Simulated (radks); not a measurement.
Question: The mean radii <r> (bohr) of the occupied orbitals of an atom or ion are listed with their occupations. Method: Dirac Kohn-Sham, PBE, spin-unpolarised, spherical densities, finite nucleus; Fermi nuclear charge, rms radius of each element as measured or else 0.836 A^(1/3) + 0.57 fm; computed with a radial shooting solver on a logarithmic mesh with Libxc functionals.

| orbital | occ. | <r> |
|---|---|---|
| 1s1/2 | 2 | 0.03609 |
| 2s1/2 | 2 | 0.1577 |
| 2p1/2 | 2 | 0.1345 |
| 2p3/2 | 4 | 0.1390 |
| 3s1/2 | 2 | 0.4413 |
| 3p1/2 | 2 | 0.4364 |
| 3p3/2 | 4 | 0.4466 |
| 3d3/2 | 4 | 0.4261 |
| 3d5/2 | 6 | 0.4295 |
| 4s1/2 | 2 | 1.054 |
| 4p1/2 | 2 | 1.111 |

Name the element and its charge.

Answer: Z = 41, niobium, charge +9: Nb9+ in [Ar] 3d10 4s2 4p(1/2: 2, 3/2: 0). The 1s radius gives Z: for a bare nucleus <r> = (2 gamma + 1)/(2Z) with gamma = sqrt(1 - (Z/c)^2), 0.03547 bohr for Z = 41, and screening makes it slightly larger (0.03609 here). The occupations add up to 32, and the charge is Z minus that.
